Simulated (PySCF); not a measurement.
PySCF job for C3H3N2, SMILES [c]1ccn[nH]1, multiplicity 2, SMD-M06-2X/6-31G*. Coordinates come from a B3LYP-D3(BJ)/def2-SVP optimisation. The isomer is the one that the SMILES or the coordinates give; other isomers of the formula were not compared.

```python
import numpy as np
from pyscf import gto, scf, dft
from pyscf.solvent import smd

mol = gto.M(
    atom='''
    C    -1.18290955   -0.08624014    0.00000000
    C    -0.52099315    1.12294832    0.00000000
    C     0.84093608    0.71498257    0.00000000
    N     0.97881750   -0.61059921   -0.00000000
    N    -0.28783247   -1.08868117   -0.00000000
    H    -0.93688452    2.12616066   -0.00000000
    H     1.72990117    1.34629140    0.00000000
    H    -0.45211208   -2.08763385    0.00000001
    ''',
    basis='6-31G*',
    charge=0,
    spin=1,
    max_memory=1600,
    verbose=3,
)
mf = dft.UKS(mol, xc='m06-2x').density_fit(auxbasis='def2-universal-jkfit')
mf.grids.level = 4
mf.conv_tol = 1e-9
mf.max_cycle = 100
mf.kernel()
fine, coarse = mf.grids, dft.Grids(mol).set(level=1).build(with_non0tab=True)
for _ in range(3):  # follow internal instabilities
    mf.grids = coarse
    mo, _, stable, _ = mf.stability(return_status=True, nroots=4)
    mf.grids = fine
    if stable:
        break
    mf.kernel(mf.make_rdm1(mo, mf.mo_occ))
res = {}
for name in ['water', 'methanol', 'ethanol']:
    s = mf.SMD()
    s.with_solvent.solvent, s.with_solvent.sasa_ng = name, 302
    s.kernel(mf.make_rdm1())
    res[name] = (s.e_tot, s.with_solvent.get_cds(), s.dip_moment(), s.mo_energy, s.converged)
    print(f'SMD {name}: dG(solv) = {(s.e_tot - mf.e_tot) * 627.509474:.3f} kcal/mol, of which CDS {res[name][1] * 627.509474:.3f}')
```

Program output:

```

WARN: HOMO -0.218339273931072 >= LUMO -0.21833927393107

converged SCF energy = -225.402488476955  <S^2> = 0.76070617  2S+1 = 2.0106777
<class 'pyscf.df.df_jk.DFUKS'> wavefunction is stable in the internal stability analysis
converged SCF energy = -225.40967442566  <S^2> = 0.76044462  2S+1 = 2.0104175
Dipole moment(X, Y, Z, Debye): -1.85555, -0.42856,  0.00000
SMD water: dG(solv) = -4.509 kcal/mol, of which CDS 3.146
converged SCF energy = -225.411000796032  <S^2> = 0.76045166  2S+1 = 2.0104245
Dipole moment(X, Y, Z, Debye): -1.84197, -0.42641,  0.00000
SMD methanol: dG(solv) = -5.342 kcal/mol, of which CDS 2.086
converged SCF energy = -225.411245947013  <S^2> = 0.76045538  2S+1 = 2.0104282
Dipole moment(X, Y, Z, Debye): -1.83486, -0.42528,  0.00000
SMD ethanol: dG(solv) = -5.495 kcal/mol, of which CDS 1.813
```

The calculation finished and met its thresholds.

Cost: roughly 2.7 core-minutes.
